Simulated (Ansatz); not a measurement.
A structure relaxed at B3LYP-D4/def2-SVP in Ansatz, charge 0, singlet:

```xyz
4

Hf    0.7053    1.1061   -0.6552
Hf   -1.5509   -0.1386   -1.5157
Hf   -0.0981   -1.4083    0.3976
Si    0.9437    0.4407    1.7733
```

Q: Give its formula and point group.

A: the cluster Hf3Si (the lowest singlet isomer of a short search). Point group Cs (tolerance 0.1 Å).

Q: Summarise the bond lengths by kind (pairs closer than 1.2 times the sum of covalent radii, bridged metal pairs left out).

A: 3 × Hf–Hf 2.72 to 2.84 Å; 2 × Hf–Si 2.53 Å.

In the def2 sets Hf takes a core potential; there is no spin–orbit coupling. The restricted singlet is unstable towards broken spin symmetry at other levels; at B3LYP-D4/def2-SVP this wasn't settled. At B3LYP-D4/def2-SVP a quintet of charge 0 lies 0.84 eV below the restricted singlet, each at its own geometry. The structure comes from a short search, and lower isomers may exist.
